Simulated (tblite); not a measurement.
Compound: C2H10B3NO.
Bonds: B1–N2, N2–B3, N2–B4, B4–C5, C5–O6, O6–C7. Hydrogens: H8, H9 on B1; H10, H11 on B3; H12 on B4; H13, H14 on C5; H15, H16, H17 on C7.

Computed with GFN2-xTB (tblite), gas phase: L-BFGS steps from a force-field or distance-geometry start until the largest atomic force falls under 0.01 eV/Å.

Step 137: E = -547.3802 eV
```
atom  x, y, z in Å  |  force x, y, z in eV/Å
B1     -2.0204    1.1169    1.4299    0.021  -0.018   0.018
N2     -1.5162    0.4935    0.2624   -0.016  -0.043  -0.009
B3     -2.3427   -0.1714   -0.6790   -0.023   0.011   0.037
B4     -0.1049    0.5726   -0.0635    0.013   0.016  -0.019
C5      0.9538   -0.3281    0.6997    0.026  -0.001   0.029
O6      2.3083   -0.1384    0.2931    0.013   0.001   0.053
C7      2.5891   -0.7044   -0.9579   -0.088  -0.017  -0.039
H8     -3.1543    1.0118    1.6884   -0.024   0.027   0.014
H9     -1.2915    1.7460    2.0999   -0.015  -0.034   0.032
H10    -1.8647   -0.5905   -1.6637    0.005  -0.028  -0.039
H11    -3.4831   -0.2948   -0.4610   -0.013  -0.008   0.010
H12     0.2416    1.3226   -0.8918    0.035   0.049  -0.070
H13     0.7151   -1.4035    0.6381   -0.062  -0.001   0.020
H14     0.9404   -0.0846    1.7697    0.020   0.015  -0.033
H15     2.6919   -1.7985   -0.8906   -0.055   0.075  -0.002
H16     3.5246   -0.2735   -1.2987    0.160   0.000   0.009
H17     1.8057   -0.4638   -1.6861    0.004  -0.044  -0.011
```

Step 138: E = -547.3821 eV
```
atom  x, y, z in Å  |  force x, y, z in eV/Å
B1     -2.0208    1.1059    1.4305    0.020  -0.021   0.009
N2     -1.5149    0.4900    0.2597    0.018  -0.013   0.011
B3     -2.3388   -0.1681   -0.6871   -0.052  -0.009   0.056
B4     -0.1027    0.5775   -0.0623    0.007   0.005  -0.030
C5      0.9571   -0.3196    0.7043    0.002  -0.011  -0.002
O6      2.3103   -0.1393    0.2917    0.036   0.006   0.052
C7      2.5832   -0.7091   -0.9593   -0.043   0.024  -0.057
H8     -3.1513    0.9928    1.6979   -0.040   0.016  -0.001
H9     -1.2950    1.7405    2.0962    0.011  -0.016   0.058
H10    -1.8619   -0.5794   -1.6738    0.020  -0.033  -0.068
H11    -3.4774   -0.2980   -0.4654   -0.031  -0.009   0.002
H12     0.2428    1.3275   -0.8908    0.032   0.051  -0.067
H13     0.7121   -1.3949    0.6565   -0.048   0.016   0.022
H14     0.9488   -0.0617    1.7698    0.016   0.013   0.004
H15     2.6737   -1.8034   -0.8913   -0.061   0.047  -0.004
H16     3.5261   -0.2907   -1.3018    0.099  -0.013   0.030
H17     1.8015   -0.4580   -1.6859    0.014  -0.053  -0.014
```

Problem. Estimate the geometry and energy of step 139. (The exact step hangs on the optimiser's Hessian estimate; all steps are aligned on step 138, rigid shifts and turns removed.)

Solution. E = -547.3851 eV, largest force 0.127 eV/Å
```
atom  x, y, z in Å  |  force x, y, z in eV/Å
B1     -2.0283    1.0712    1.4353    0.001  -0.020   0.017
N2     -1.5094    0.4787    0.2569    0.059   0.054   0.056
B3     -2.3210   -0.1587   -0.7127   -0.046  -0.072   0.010
B4     -0.0955    0.5938   -0.0509    0.020  -0.013  -0.062
C5      0.9724   -0.2889    0.7236   -0.012  -0.008   0.046
O6      2.3195   -0.1392    0.2778    0.002  -0.031   0.047
C7      2.5588   -0.7279   -0.9725    0.002   0.017  -0.009
H8     -3.1537    0.9281    1.7171   -0.005   0.006  -0.045
H9     -1.3164    1.7246    2.0982    0.015  -0.024   0.067
H10    -1.8360   -0.5355   -1.7126   -0.009  -0.001  -0.010
H11    -3.4564   -0.3146   -0.4923   -0.041  -0.008  -0.014
H12     0.2481    1.3483   -0.8777    0.016   0.039  -0.044
H13     0.7070   -1.3642    0.7293    0.029   0.121   0.024
H14     0.9939    0.0230    1.7779   -0.005  -0.050  -0.082
H15     2.6066   -1.8252   -0.8966   -0.085   0.075  -0.014
H16     3.5217   -0.3547   -1.3187    0.012  -0.013   0.027
H17     1.7814   -0.4468   -1.6933    0.048  -0.071  -0.015
```

The energy changes by -0.0030 eV. The first-order estimate −F·Δx gives -0.0059 eV and the mean of the old and new forces, exact on a quadratic surface, -0.0027 eV. The step makes an angle of 83° with the force vector and moves no atom by more than 0.096 Å.

What follows is the cost of the whole relaxation. Time: 3.6 s of wall time. Hardware: an Intel Xeon at 2.50 GHz with one thread, shared host with 64 logical CPUs at a one-minute load of 58.
